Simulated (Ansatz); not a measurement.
Species: C3H8FSi (charge -1, singlet). It need not be the lowest isomer of its formula. Whether it binds its extra electron was not tested at this geometry. 
Coordinates optimised at B3LYP-D3(BJ)/def2-TZVP (Ansatz, a program for electronic structure):
```
Si
F 1 1.6839
C 1 1.7468 2 121.74
H 3 1.0889 1 121.12 2 77.54
H 3 1.0889 4 113.41 1 156.85
C 1 1.9050 2 98.89 3 -124.88
H 6 1.0929 1 110.98 2 -159.80
H 6 1.0946 7 107.50 1 120.27
H 6 1.0948 7 108.55 8 116.27
C 1 1.9050 2 98.89 6 -110.25
H 10 1.0929 1 110.98 2 159.80
H 10 1.0946 11 107.50 1 -120.27
H 10 1.0948 11 108.55 12 -116.27
```
Charge -1, spin multiplicity 1.

Basis-set convergence of Hartree-Fock and MP2 correlation energies (hartree) with Ansatz. Correlated levels leave the core frozen unless marked. Spin-orbit coupling is left out. Non-relativistic. This anion needs diffuse functions, which these sets lack.

```json
[
 {"basis": "cc-pV(D+d)Z", "functions": "119", "E(HF)": "-506.68273", "E(corr, MP2)": "-0.73095"},
 {"basis": "cc-pV(T+d)Z", "functions": "271", "E(HF)": "-506.77815", "E(corr, MP2)": "-0.92645"},
 {"basis": "cc-pV(Q+d)Z", "functions": "524", "E(HF)": "…", "E(corr, MP2)": "…"}
]
```

Fill in the missing entries.


- cc-pV(Q+d)Z, E(HF): -506.80221
- cc-pV(Q+d)Z, E(corr, MP2): -0.99608
